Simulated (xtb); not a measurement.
Cl$_{3}$In (SMILES [Cl][In]([Cl])[Cl]), singlet, at a GFN2-xTB geometry (such geometries of metal compounds can be far from the true shape); GFN1-xTB with ALPB(dmso) run with xtb.

The xtb input:
```
$ xtb mol.xyz --gfn 1 --alpb dmso --json

# file mol.xyz
4

In    -0.00000000    -0.00000000     0.00000000
Cl     2.24449596    -0.20389963    -0.44000345
Cl    -0.90325628    -1.01151285     1.85308124
Cl    -1.34123968     1.21541248    -1.41307779
```

It wrote (shortened):

```
   ID    Z sym.   atoms
    1   49 In     1
    2   17 Cl     2-4

           -------------------------------------------------
          |                Calculation Setup                |
           -------------------------------------------------

           -------------------------------------------------
          |                 G F N 1 - x T B                 |
           -------------------------------------------------

      * Solvation model:               ALPB
        Solvent                        dmso
        Parameter file                 internal GFN1-xTB/ALPB
        Dielectric constant                4.6680E+01
        Reference state                gsolv [1 M gas/solution]
        Free energy shift                  7.6243E-03 Eh       4.7843E+00 kcal/mol
        Temperature                        2.9815E+02 K
        Density                            1.1000E+00 kg/L
        Solvent mass                       7.8130E+01 g/mol
        Interaction kernel             P16
        Born radius scaling (c1)           1.7672E+00
        Born radii integrator          GBOBC
        Born offset                        0.0000E+00 a0       0.0000E+00 AA
        H-bond correction              true
        Ion screening                  false
        Surface tension                    1.0000E-05 Eh       1.5569E+01 dyn/cm
        Grid points                               230 per atom

          ...................................................
          :                      SETUP                      :
          :.................................................:
          :  # basis functions                  40          :
          :  # atomic orbitals                  36          :
          :  # shells                           12          :
          :  # electrons                        24          :
          :  # halogen bonds                     0          :
          :  max. iterations                   250          :
          :  Hamiltonian                  GFN1-xTB          :
          :  restarted?                      false          :
          :  GBSA solvation                   true          :
          :  PC potential                    false          :
          :  electronic temp.          300.0000000     K    :
          :  accuracy                    1.0000000          :
          :  -> integral cutoff          0.2500000E+02      :
          :  -> integral neglect         0.1000000E-07      :
          :  -> SCF convergence          0.1000000E-05 Eh   :
          :  -> wf. convergence          0.2000000E-04 e    :
          :  Broyden damping             0.4000000          :
          :  net charge                          0          :
          :  unpaired electrons                  0          :
          ...................................................

 iter      E             dE          RMSdq      gap      omega  full diag
   1    -14.4357087 -0.144357E+02  0.233E+00    4.71       0.0  T
   2    -14.4368480 -0.113924E-02  0.145E+00    4.76       1.0  T
   3    -14.4368822 -0.342376E-04  0.183E-01    4.77       1.0  T
   4    -14.4369198 -0.376332E-04  0.723E-03    4.75       6.9  T
   5    -14.4369199 -0.429161E-07  0.336E-03    4.75      14.9  T
   6    -14.4369199 -0.700833E-08  0.296E-05    4.75    1687.1  T
   7    -14.4369199 -0.117950E-11  0.624E-07    4.75   80151.6  T

   *** convergence criteria satisfied after 7 iterations ***

         :::::::::::::::::::::::::::::::::::::::::::::::::::::
         ::                     SUMMARY                     ::
         :::::::::::::::::::::::::::::::::::::::::::::::::::::
         :: total energy             -14.414996828367 Eh    ::
         :: total w/o Gsasa/hb       -14.403526260298 Eh    ::
         :: gradient norm              0.008687456694 Eh/a0 ::
         :: HOMO-LUMO gap              4.754379334423 eV    ::
         ::.................................................::
[...]
         :: halogen bond corr.         0.000000000000 Eh    ::
         :: add. restraining           0.000000000000 Eh    ::
         :: total charge               0.000000000000 e     ::
         :::::::::::::::::::::::::::::::::::::::::::::::::::::

           -------------------------------------------------
          |                Property Printout                |
           -------------------------------------------------

    * Orbital Energies and Occupations

         #    Occupation            Energy/Eh            Energy/eV
      -------------------------------------------------------------
         1        2.0000           -0.9110735             -24.7916
         2        2.0000           -0.9110735             -24.7916
         3        2.0000           -0.9078325             -24.7034
         4        2.0000           -0.6616153             -18.0035
         5        2.0000           -0.4916129             -13.3775
         6        2.0000           -0.4916129             -13.3775
         7        2.0000           -0.4829667             -13.1422
         8        2.0000           -0.4710578             -12.8181
         9        2.0000           -0.4710578             -12.8181
        10        2.0000           -0.4679276             -12.7330
        11        2.0000           -0.4679276             -12.7330
        12        2.0000           -0.4671055             -12.7106 (HOMO)
        13                         -0.2923853              -7.9562 (LUMO)
        14                         -0.1354716              -3.6864
        15                         -0.1354716              -3.6864
        16                         -0.1316743              -3.5830
        17                         -0.1041917              -2.8352
        18                         -0.0894101              -2.4330
        19                         -0.0894101              -2.4330
        20                         -0.0439820              -1.1968
        21                         -0.0439820              -1.1968
        22                         -0.0371276              -1.0103
        23                         -0.0371276              -1.0103
       ...                                ...                  ...
        36                          0.4377056              11.9106
      -------------------------------------------------------------
                  HL-Gap            0.1747202 Eh            4.7544 eV
             Fermi-level           -0.3797454 Eh          -10.3334 eV

  Mulliken/CM5 charges         n(s)   n(p)   n(d)
     1In    0.51938  0.55320   1.436  0.785  0.259
     2Cl   -0.17313 -0.18440   1.907  5.268 -0.002
     3Cl   -0.17313 -0.18440   1.907  5.268 -0.002
     4Cl   -0.17313 -0.18440   1.907  5.268 -0.002

Wiberg/Mayer (AO) data.
largest (>0.10) Wiberg bond orders for each atom

 ---------------------------------------------------------------------------
     #   Z sym  total        # sym  WBO       # sym  WBO       # sym  WBO
 ---------------------------------------------------------------------------
     1  49 In   2.638 --     2 Cl   0.879     4 Cl   0.879     3 Cl   0.879
     2  17 Cl   1.244 --     1 In   0.879     4 Cl   0.182     3 Cl   0.182
     3  17 Cl   1.244 --     1 In   0.879     2 Cl   0.182     4 Cl   0.182
     4  17 Cl   1.244 --     1 In   0.879     2 Cl   0.182     3 Cl   0.182
 ---------------------------------------------------------------------------

Topologies differ in total number of bonds
Writing topology from bond orders to xtbtopo.mol

 dipole moment from electron density (au)
     X       Y       Z
   0.0000   0.0000  -0.0000  total (Debye):    0.000

           -------------------------------------------------
          | TOTAL ENERGY              -14.414996828367 Eh   |
          | GRADIENT NORM               0.008687456694 Eh/α |
          | HOMO-LUMO GAP               4.754379334423 eV   |
           -------------------------------------------------

normal termination of xtb
```
